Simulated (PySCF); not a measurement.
Excitations are Tamm–Dancoff values on a coarser integration grid. The basis has no diffuse functions, so Rydberg states are missing or too high.

**H₂Cl₂Ge, SMILES `[Cl][GeH2][Cl]` (charge 0, multiplicity 1)**

Method: ωB97X-D3(BJ)/def2-TZVP // B3LYP-D3(BJ)/def2-TZVP (PySCF 2.14.0).

- HOMO: -11.51 eV
- dipole moment: 2.11 D
- LUMO: 1.28 eV
- HOMO–LUMO gap: 12.79 eV
- S1 excitation (TDA): 7.25 eV
- S1 oscillator strength: 0.030
- T1 excitation (TDA): 6.66 eV
- S1–T1 gap (TDA): 0.58 eV
- total energy: -2998.6863 Ha
- cost: about 50 core-seconds (a rough figure)

Bond lengths (Å): Cl1–Ge2 2.158, Ge2–Cl3 2.158, Ge2–H4 1.529, Ge2–H5 1.529. Bond angles (°): Cl1–Ge2–Cl3 108.3, Cl1–Ge2–H4 108.1, Cl1–Ge2–H5 108.1, Cl3–Ge2–H4 108.1, Cl3–Ge2–H5 108.1, H4–Ge2–H5 115.9.
